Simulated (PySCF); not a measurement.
Compound: Ge(CN)2H2, C₂H₂GeN₂.
SMILES: `[H][Ge]([H])([C]#N)[C]#N`

The closed-shell ground state was solved at several levels (PySCF, density fitting, gas phase). Isolated species at its PBE0-D3(BJ)/def2-SVP geometry, gas phase. Relativistic effects, spin–orbit coupling among them, are left out although an element past zinc is present.

| level | basis functions | HOMO (eV) | LUMO (eV) | gap (eV) | dipole (D) |
| --- | --- | --- | --- | --- | --- |
| PBE/pcJ-1 (pcSseg-1 on Ge) | 169 | -8.83 | -2.26 | 6.57 | 4.01 |
| PBE0/pcSseg-1 (pcSseg-2 on Ge) | 141 | -10.20 | -1.30 | 8.90 | 4.19 |
| B3LYP/pcSseg-1 (pcSseg-2 on Ge) | 141 | -9.93 | -1.51 | 8.42 | 4.17 |
| PBE/pcSseg-1 (pcSseg-2 on Ge) | 141 | -8.84 | -2.24 | 6.60 | 4.03 |

Estimate the row for CAM-B3LYP/def2-SVPD, a basis of 134 functions; the other rows only guide the guess.

HOMO -11.62 eV, LUMO -0.25 eV, gap 11.37 eV, dipole 4.27 D.

Over all these levels, which gives the widest orbital gap and which the narrowest?

CAM-B3LYP/def2-SVPD (range-separated hybrid) has the widest, 11.37 eV, and PBE/pcJ-1 (pcSseg-1 on Ge) (GGA) the narrowest, 6.57 eV. Functional and basis both differ between the two, so the spread mixes both effects.

In the pcSseg-1 (pcSseg-2 on Ge) basis, how does the gap go with the fixed share of exact exchange?

PBE (0 %) 6.60 eV; B3LYP (20 %) 8.42 eV; PBE0 (25 %) 8.90 eV. Each rise in the share widens the gap here.

How far do the dipole and the HOMO energy spread over the levels?

The dipole runs from 4.01 to 4.27 D (mean 4.13 D) and the HOMO from -11.62 to -8.83 eV.
